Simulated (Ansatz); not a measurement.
Molecule: bromoboronic acid, sum formula H₂BO₂Br, charge 0, multiplicity 1. SMILES: OB(Br)O
Coordinates optimised at B3LYP-D3(BJ)/def2-TZVP (Ansatz, a first-principles code):
```xyz
6

O      1.6455    -1.1399     0.4064
B      0.3246    -0.9027     0.2771
O     -0.5544    -1.8945     0.5250
Br    -0.3166     0.8805    -0.2703
H      2.2062    -0.3838     0.2124
H     -1.4760    -1.6469     0.4109
```

Parts of the frozen-core correlation energy in 6-31G (Ansatz, hartree). Frozen orbitals: 17; correlated occupied orbitals by spin: 12 and 12; virtual: 31 and 31. Spin-orbit coupling is left out. Non-relativistic.

```
term                             value
-------------------------  -----------
reference (HF)             -2747.68899
MP2 opposite-spin             -0.24972
MP2 same-spin                 -0.08666
CCSD correlation              -0.34999
(T)                           -0.00767
T1 diagnostic                    0.014
largest doubles amplitude        0.040
```
